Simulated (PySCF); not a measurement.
All values below come from PBE-D3(BJ)/def2-TZVP // PBE0-D3(BJ)/def2-TZVP run with PySCF. Gas-phase values, no solvent. One relaxed conformer stands for a flexible species; it need not be the lowest. Excitations are Tamm–Dancoff values on a coarser integration grid. The basis has no diffuse functions, so Rydberg states are missing or too high.

Reference species (SMILES): `O[SiH2][SiH]([SiH3])[SiH3]` (H–O–Si–Si torsion 180°, O–Si–Si–Si torsion -62°) (neutral, multiplicity 1).

```json
{
 "HOMO–LUMO gap": "5.27 eV",
 "brightest of the four lowest singlets (TDA)": "5.53 eV"
}
```

Changed species: `[SiH2]([SiH2][SiH3])[SiH2]O`.

Question: Predict the effect on the HOMO–LUMO gap and brightest of the four lowest singlets (TDA).

Answer: the HOMO–LUMO gap stays essentially unchanged; the brightest of the four lowest singlets (TDA) rises by 0.48 eV, to 6.01 eV.
